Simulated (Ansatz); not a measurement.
Two isomers of C3H8OSi: A = `CC(C)[Si]O`, B = `C1C[SiH2]CO1`.

Gas-phase electronic energies from Ansatz, PBE0-D4/def2-TZVP geometries. CCSD(T)/CBS adds triple-zeta CCSD(T) − MP2 to the extrapolated MP2 energy (def2 sets, frozen cores). Functionals use def2-TZVPP. B3LYP here is the variant with VWN-RPA as its local correlation; programs differ in this. Each species was taken in one conformer, which may not be the lowest.

Which is lower in electronic energy at CCSD(T)/CBS, and by how much? (An estimate is asked.)

Ansatz gave: A, by 18.0 kcal/mol.

Give E(B) − E(A) in kcal/mol with LDA (SPW92), CCSD(T)/def2-SVP, B3LYP-D4, CCSD(T)/def2-TZVPP, BLYP-D4, r2SCAN-D4, PBE-D4. (Best estimate.)

Ansatz gave: LDA (SPW92) 12.6, CCSD(T)/def2-SVP 15.7, B3LYP-D4 17.8, CCSD(T)/def2-TZVPP 17.7, BLYP-D4 19.5, r2SCAN-D4 13.6, PBE-D4 15.5. None reverses the order clearly.

Does the order hold for the free energy at 298.15 K (harmonic terms from PBE0-D4)? (Estimate.)

The calculation gave: Yes: G(B) − G(A) = +18.2 kcal/mol, for one conformer each. Modes under 60 cm⁻¹, often nearly free rotors, make the harmonic entropy too high.

Largest T1 diagnostic: 0.013.

From PBE to PBE0 (25 % exact exchange), in def2-TZVPP and without D4, E(B) − E(A) moves by −1.6 kcal/mol. At CCSD(T), def2-SVP lies −2.3 kcal/mol from the extrapolated value and def2-TZVPP −0.3 kcal/mol.
